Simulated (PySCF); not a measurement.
## Correlation energy of Zn²⁺ (zinc, charge +2)

[Ar] 3d9 4s1, 4s spin antiparallel (an excited configuration). Calculation: PySCF 2.14, in aug-cc-pwCVDZ-PP with ECP10MDF (6s6p5d3f, 70 functions); scalar relativity through the core potential. Frozen: 3s2 3p6; 10 electrons correlated.

MP2 pair energies summed by pair of shells (mhartree):

| pair | energy | share (%) |
| --- | --- | --- |
| 3d-3d | -334.38 | 92.7 |
| 3d-4s | -26.33 | 7.3 |

Total MP2 correlation energy: -360.70 mhartree.

Same-spin part -131.34 and opposite-spin part -229.36 mhartree; SCS-MP2 scales them by 1/3 and 6/5 to -319.02 mhartree.
